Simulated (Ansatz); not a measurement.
Two isomers of C2H5ClSi2: A = `C#C[SiH]([SiH3])Cl`, B = `[SiH3][Si]1(Cl)C=C1`.

Calculated with Ansatz (gas phase, PBE0-D4/def2-TZVP geometries, no zero-point term in ΔE). CBS: MP2 limit from def2 TZ/QZ plus the TZ coupled-cluster correction, frozen cores. DFT in def2-TZVPP. B3LYP here is the variant with VWN-RPA as its local correlation; programs differ in this.

(1) Which isomer does CCSD(T)/CBS put lower? Give the gap. (Best estimate.)

(2) Give E(B) − E(A) in kJ/mol with MP2/def2-TZVPP, CCSD(T)/def2-TZVPP, PBE-D4, CCSD/def2-TZVPP, ωB97M-V, r2SCAN-D4, B3LYP. (Estimate.)

Largest T1 diagnostic: 0.012.

Answers

(1) The calculation gave: A, by 20.0 kJ/mol.

(2) Computed: MP2/def2-TZVPP 22.1, CCSD(T)/def2-TZVPP 21.4, PBE-D4 -4.4, CCSD/def2-TZVPP 24.0, ωB97M-V 8.5, r2SCAN-D4 1.1, B3LYP 20.7. The order is the other way round with PBE-D4.

In def2-TZVPP, CCSD(T) changes the Hartree–Fock value by −18.4 kJ/mol (the triples alone add −2.6 kJ/mol) and MP2 by −17.7 kJ/mol.
